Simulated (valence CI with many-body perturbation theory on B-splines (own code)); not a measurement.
## E1 line list for I39+

Calculated by configuration interaction combined with many-body perturbation theory (CI+MBPT): four valence electrons over a frozen Dirac-Fock core [Ne], radial functions for each j: 11 s, 11 p, 10 d, 8 f, 5 g, 2 h, with the one-electron correlation potential Σ1, the two-electron term Σ2, the three-electron term Σ3, Breit, model QED; selected CI, second order for the rest, scaled by the run's own slope (own B-spline code, finite nucleus).

No measured spectrum was set against this ion. As an estimate, large intervals hold to a few tenths of a per cent, small ones and those within an open d or f shell to about a per cent. Among the levels kept, up to 720 cm⁻¹ of a level comes from second order outside the variational space, and about a tenth of that is noise between levels of different J, which matters for small intervals.

Lines 1 to 50 of 555 in falling wavelength, among levels below 632.34 eV, chosen from the strongest by gf and those to the six lowest levels. Wavelengths and rates use the calculated energies. Electric multipoles are in the length gauge, E1 and E2 with the static RPA response of the core. Weak lines are less certain than strong ones. Lines between different terms over intervals too small for the method are left out, as are lines whose strength nearly cancels. Where a level lies close to another of its J and parity, the split of strength between their lines is uncertain. The highest levels of a list are the least certain.

Levels are named by their leading jj configuration (3d3/2^4 stands for four electrons in 3d with j = 3/2), which in mixed levels can hold well under half, so a name can repeat and another be missing. Letters in brackets count levels of one name in rising energy.

| λ vac (Å) | Upper | Lower | A (s⁻¹) | S (a.u.) |
| --- | --- | --- | --- | --- |
| 591.6 | (3s 3p1/2^2 3p3/2) J=2 | (3s^2 3p3/2^2) J=2 | 1.22e+06 | 6.26e-04 |
| 464.2 | (3s 3p1/2^2 3p3/2) J=1 | (3s^2 3p3/2^2) J=0 | 2.07e+06 | 3.07e-04 |
| 307.1 | (3s 3p1/2^2 3p3/2) J=1 | (3s^2 3p3/2^2) J=2 | 4.00e+07 | 1.72e-03 |
| 189.8 | (3s^2 3p1/2 3d3/2) J=2 | (3s^2 3p3/2^2) J=2 | 2.61e+07 | 4.40e-04 |
| 159.9 | (3s^2 3p1/2 3d3/2) J=1 | (3s^2 3p3/2^2) J=0 | 5.14e+07 | 3.11e-04 |
| 158.5 | (3s 3p1/2 3p3/2^2) J=2 [a] | (3s^2 3p3/2^2) J=2 | 4.17e+08 | 4.10e-03 |
| 157.7 | (3s 3p1/2 3d5/2^2) J=5 | (3s^2 3d5/2^2) J=4 | 2.35e+09 | 5.00e-02 |
| 142.9 | (3s^2 3p1/2 3d5/2) J=3 | (3s^2 3p3/2^2) J=2 | 1.40e+09 | 1.41e-02 |
| 139.7 | (3p1/2 3p3/2^2 3d5/2) J=5 | (3s 3p3/2^2 3d5/2) J=4 [b] | 7.17e+09 | 1.06e-01 |
| 135.9 | (3s^2 3p1/2 3d3/2) J=1 | (3s^2 3p3/2^2) J=2 | 2.40e+08 | 8.94e-04 |
| 133.8 | (3s 3p1/2^2 3p3/2) J=2 | (3s^2 3p1/2 3p3/2) J=2 | 3.31e+09 | 1.95e-02 |
| 131.6 | (3s 3p1/2 3p3/2 3d5/2) J=5 | (3s^2 3p3/2 3d5/2) J=4 | 6.82e+09 | 8.44e-02 |
| 126.3 | (3p1/2^2 3p3/2 3d5/2) J=3 | (3s 3p1/2 3p3/2 3d5/2) J=3 [d] | 6.29e+09 | 4.37e-02 |
| 125.3 | (3s 3p1/2^2 3p3/2) J=2 | (3s^2 3p1/2 3p3/2) J=1 | 4.73e+09 | 2.30e-02 |
| 125.1 | (3p1/2^2 3p3/2 3d5/2) J=4 | (3s 3p1/2 3p3/2 3d5/2) J=3 [c] | 6.96e+09 | 6.05e-02 |
| 125.0 | (3p1/2^2 3p3/2 3d5/2) J=4 | (3s 3p1/2 3p3/2 3d5/2) J=4 [c] | 3.49e+09 | 3.03e-02 |
| 123.2 | (3s 3p1/2 3p3/2^2) J=1 [a] | (3s^2 3p3/2^2) J=0 | 3.16e+09 | 8.76e-03 |
| 122.9 | (3p1/2 3p3/2^2 3d5/2) J=3 [a] | (3s 3p3/2^2 3d5/2) J=2 [a] | 9.12e+09 | 5.85e-02 |
| 121.2 | (3s^2 3p1/2 3d5/2) J=2 | (3s^2 3p3/2^2) J=2 | 2.95e+07 | 1.30e-04 |
| 120.5 | (3p1/2^2 3p3/2 3d3/2) J=3 | (3s 3p1/2 3p3/2 3d3/2) J=3 [c] | 4.96e+09 | 3.00e-02 |
| 119.3 | (3s 3p1/2 3p3/2^2) J=3 | (3s^2 3p3/2^2) J=2 | 3.65e+09 | 2.14e-02 |
| 119.2 | (3s 3p1/2 3d5/2^2) J=3 [a] | (3s^2 3d5/2^2) J=2 | 5.57e+09 | 3.26e-02 |
| 118.7 | (3s 3p1/2 3p3/2 3d5/2) J=3 [a] | (3s^2 3p3/2 3d5/2) J=2 | 4.93e+09 | 2.85e-02 |
| 116.9 | (3p1/2^2 3p3/2 3d5/2) J=4 | (3s 3p1/2 3p3/2 3d5/2) J=3 [b] | 4.74e+09 | 3.37e-02 |
| 116.2 | (3s 3p1/2 3p3/2 3d5/2) J=3 [d] | (3s^2 3p3/2 3d5/2) J=3 | 6.19e+09 | 3.36e-02 |
| 115.9 | (3p1/2 3p3/2^2 3d5/2) J=2 [c] | (3s 3p3/2^2 3d5/2) J=3 [c] | 7.18e+09 | 2.76e-02 |
| 115.9 | (3p1/2^2 3p3/2 3d3/2) J=2 | (3s 3p1/2 3p3/2 3d3/2) J=2 [c] | 9.46e+09 | 3.63e-02 |
| 115.7 | (3s 3p1/2 3d5/2^2) J=5 | (3s 3p3/2^2 3d3/2) J=4 | 3.80e+09 | 3.20e-02 |
| 115.3 | (3p1/2^2 3p3/2 3d5/2) J=4 | (3s 3p1/2 3p3/2 3d5/2) J=4 [b] | 4.50e+09 | 3.06e-02 |
| 114.9 | (3p1/2 3p3/2^2 3d5/2) J=4 [b] | (3s^2 3d5/2^2) J=4 | 5.63e+09 | 3.79e-02 |
| 113.0 | (3s 3p1/2^2 3d5/2) J=2 | (3s^2 3p1/2 3d5/2) J=3 | 1.33e+10 | 4.75e-02 |
| 112.8 | (3p1/2^2 3p3/2 3d5/2) J=3 | (3s 3p1/2 3p3/2 3d5/2) J=4 [c] | 5.94e+09 | 2.95e-02 |
| 111.8 | (3p1/2 3p3/2^3) J=2 | (3s 3p3/2^3) J=2 | 7.99e+09 | 2.75e-02 |
| 111.6 | (3s 3p1/2 3p3/2^2) J=1 [b] | (3s^2 3p3/2^2) J=0 | 3.22e+09 | 6.62e-03 |
| 111.0 | (3s 3p1/2 3p3/2 3d5/2) J=2 [b] | (3s^2 3p3/2 3d5/2) J=2 | 8.79e+09 | 2.97e-02 |
| 110.6 | (3s 3p1/2^2 3p3/2) J=1 | (3s^2 3p1/2 3p3/2) J=2 | 1.29e+10 | 2.58e-02 |
| 110.6 | (3s 3p1/2 3d5/2^2) J=3 [b] | (3s^2 3d5/2^2) J=4 | 6.55e+09 | 3.06e-02 |
| 110.5 | (3p1/2^2 3p3/2 3d5/2) J=2 | (3s 3p1/2 3p3/2 3d5/2) J=2 [b] | 1.63e+10 | 5.42e-02 |
| 110.5 | (3s 3p1/2 3d3/2 3d5/2) J=3 [e] | (3s 3p3/2^2 3d3/2) J=4 | 5.67e+09 | 2.64e-02 |
| 110.2 | (3p1/2 3p3/2^2 3d3/2) J=1 [d] | (3s 3p3/2^2 3d3/2) J=2 [b] | 1.33e+10 | 2.63e-02 |
| 109.4 | (3p1/2 3p3/2^2 3d3/2) J=3 [b] | (3s^2 3d3/2 3d5/2) J=4 | 7.53e+09 | 3.41e-02 |
| 108.7 | (3p1/2^2 3p3/2 3d3/2) J=3 | (3s 3p1/2 3p3/2 3d3/2) J=3 [b] | 7.11e+09 | 3.15e-02 |
| 108.5 | (3s 3p1/2 3p3/2^2) J=1 [a] | (3s^2 3p3/2^2) J=2 | 2.97e+09 | 5.61e-03 |
| 108.0 | (3s 3p1/2 3p3/2 3d3/2) J=2 [a] | (3s 3p1/2 3p3/2^2) J=3 | 8.63e+09 | 2.68e-02 |
| 106.6 | (3p1/2 3p3/2^2 3d3/2) J=4 | (3s 3p3/2^2 3d3/2) J=4 | 5.50e+09 | 2.96e-02 |
| 106.4 | (3s 3p1/2 3d3/2 3d5/2) J=3 [d] | (3s 3p3/2^2 3d5/2) J=4 [a] | 1.42e+10 | 5.90e-02 |
| 104.8 | (3p1/2^2 3p3/2 3d5/2) J=3 | (3s 3p1/2 3p3/2 3d5/2) J=4 [b] | 1.70e+10 | 6.77e-02 |
| 104.8 | (3s 3p1/2^2 3p3/2) J=1 | (3s^2 3p1/2 3p3/2) J=1 | 3.26e+09 | 5.56e-03 |
| 104.6 | (3s 3p1/2 3p3/2^2) J=2 [b] | (3s^2 3p3/2^2) J=2 | 8.47e+09 | 2.39e-02 |
| 103.8 | (3p1/2^2 3p3/2 3d5/2) J=2 | (3s 3p1/2 3p3/2 3d5/2) J=3 [a] | 2.44e+10 | 6.74e-02 |
